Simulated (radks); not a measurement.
Results of a calculation; reference values are marked as such.
The neon ion Ne2+ inside a hard spherical wall (all orbitals vanish at R), configuration held at [He] 2s2 2p4 and not refilled when levels cross. Level of theory: non-relativistic Kohn-Sham, LDA (Slater exchange, Perdew-Wang correlation), spin-unpolarised, spherical densities, point nucleus (a radial shooting solver on a logarithmic mesh with Libxc functionals). Eigenvalues in eV, with the zero of energy where the potential of the charges vanishes at infinity; a dash marks a level that is unbound or too diffuse for the functional's potential to be trusted. A positive occupied level is held by the wall or, in an anion where self-interaction has pushed it up, behind a barrier. The pressure on the wall is -dE/dV.

R (bohr)  E (hartree)  kinetic (hartree)    e(1s)    e(2s)    e(2p)  e(3s, empty)  e(3p, empty)  pressure (GPa)
free       -125.80099            125.385  -875.23  -77.551  -54.952       -16.139       -11.964               0
12         -125.80099            125.385  -875.23  -77.551  -54.952       -16.139       -11.964        < 0.0001
10         -125.80099            125.385  -875.23  -77.551  -54.952       -16.139       -11.961        < 0.0001
7          -125.80099            125.385  -875.23  -77.551  -54.952       -16.096       -11.814        < 0.0001
6          -125.80099            125.385  -875.23  -77.551  -54.952       -15.942       -11.468        < 0.0001
5          -125.80098            125.385  -875.23  -77.550  -54.951       -15.304       -10.399         0.00374
4          -125.80058            125.390  -875.20  -77.532  -54.930       -12.766        -7.017           0.217
3          -125.78664            125.520  -874.60  -77.155  -54.489        -2.000         4.891            13.1
2.5        -125.71960            126.002  -872.63  -75.894  -53.027        14.532        21.261             105
2          -125.34781            128.029  -865.50  -70.930  -47.496        55.554        58.832             909
1.5        -123.25664            136.166  -842.14  -50.706  -27.000        172.92        158.53            9260
